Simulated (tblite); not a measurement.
Task: Give a GFN2-xTB geometry of `C=CCCN[SiH3]`.

Result: 
```xyz
17
C4H11NSi angstrom
C      2.0048   -0.1181   -1.2013
C      1.8375   -0.1439    0.1079
C      0.7358   -0.8726    0.8057
C     -0.2689    0.1215    1.4175
N     -0.9458    0.9252    0.4327
Si    -2.2897    0.3574   -0.4765
H      2.7999    0.4398   -1.6666
H      1.3552   -0.6655   -1.8646
H      2.5003    0.4202    0.7531
H      1.1484   -1.4895    1.6077
H      0.2045   -1.5166    0.1031
H     -1.0276   -0.4322    1.9743
H      0.2570    0.7816    2.1179
H     -0.2937    1.5296   -0.0471
H     -2.0307   -0.7468   -1.4181
H     -3.2596   -0.1101    0.5142
H     -2.7344    1.5319   -1.2214
```

Orientation and origin are arbitrary. Atoms count from 1 in this order. Si6 (SiH3 silicon) is distorted tetrahedral (angles from 104.0° to 116.6°). The 3 C–C bonds span 1.320 Å (C1=C2, drawn double) to 1.540 Å (C3–C4, drawn single), a spread of 0.220 Å. N5 (silicon-bound nitrogen) has angles 123.0°, 116.8° and 110.8°, sum 350.6°, 0.24 Å off the plane of its three neighbours. Of the pairs four or more bonds apart, C2···H14 is among the closest relative to their van der Waals radii: 2.71 Å, 94 % of the sum of Bondi's values.

Bonds between heavy atoms (Å): C1=C2 1.320, C2–C3 1.494, C3–C4 1.540, C4–N5 1.440, N5–Si6 1.719.

The geometry is computed with GFN2-xTB (gas phase).

Point group: C1 (no symmetry element, even within 0.4 Å). Its GFN2-xTB frequencies are all real (lowest 44 cm⁻¹). The numbers are those of one conformer (C1–C2–C3–C4 -110°, C2–C3–C4–N5 63°, C3–C4–N5–Si6 80°). 3 starts were optimised and ended at 0.00, 0.61 and 1.46 kcal/mol (GFN2-xTB); the lowest of these is shown.

On Arm Neoverse V1, one thread, shared host, this took 0.8 s. These figures are those of the optimisation.
